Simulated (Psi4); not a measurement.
I₄Si, charge -1, doublet, geometry from GFN2-xTB (a state made from the parent by changing its charge; the spin is typed, not shown lowest) (core potentials on I) (a gas-phase anion, which may not be bound at this level). Base run: B3LYP/def2-SVP (Psi4).

The Psi4 input:
```
memory 2 GB

molecule mol {
-1 2
  I     2.692063   -1.285598   -0.117494
  Si    0.119470   -0.024460    0.390867
  I    -1.353361   -1.642995   -0.897413
  I    -1.718574    0.987714    2.104518
  I     0.348314    1.947341   -1.192858
}

set basis def2-svp
set reference uks

energy('b3lyp')
print_variables()
```

Variants of this job, named by their change:

```json
[
 {"change": "base", "basis functions": "122", "E (Eh)": "-1480.81389", "core-seconds (rough)": "30"},
 {"change": "basis = def2-SV(P)", "basis functions": "122", "E (Eh)": "-1480.81389", "core-seconds (rough)": "30"},
 {"change": "basis = def2-SVPD", "basis functions": "164", "E (Eh)": "-1480.83044", "core-seconds (rough)": "60"},
 {"change": "basis = def2-TZVP", "basis functions": "237", "E (Eh)": "-1480.96138", "core-seconds (rough)": "70"},
 {"change": "basis = def2-TZVPP", "basis functions": "242", "E (Eh)": "-1480.96143", "core-seconds (rough)": "90"},
 {"change": "basis = def2-TZVPD", "basis functions": "279", "E (Eh)": "-1480.96341", "core-seconds (rough)": "100"}
]
```

Totals compare only among sets that treat the same electrons; sets with core potentials leave the core out.

Open shells are given as the SCF converged; they aren't shown to be the lowest states, and a large step between rows can be another state.

A gas-phase anion may not be bound at this level; its values then depend on the basis.
